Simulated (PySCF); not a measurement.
Computed shifts of a molecule C₂H₈BN, PySCF with PBE0/pcSseg-1, GIAO, gas phase, atoms alike by connectivity averaged where their shifts nearly agree, in ppm (number of nuclei): ¹H: 5.18 (1), 4.32 (1), 4.16 (1), 1.32 (3), 1.11 (1), 0.81 (1). ¹³C: 19.7 (1), 13.5 (1). ¹⁵N: 115.0 (1). References: ¹¹B against BF3 (σ = 88.8 ppm); ¹H against TMS (σ = 31.56 ppm); ¹³C against TMS (σ = 186.3 ppm); ¹⁵N against NH3 (σ = 267.4 ppm), references at their B3LYP-D3(BJ)/def2-TZVP geometries, non-relativistic. Geometry: B3LYP-D3(BJ)/def2-SVP. One conformer was computed; it need not be the lowest.

Pick the molecule that these values belong to.
(A) CBNC
(B) CCBN
(C) BN(C)C
(D) CB(C)N

B, CCBN
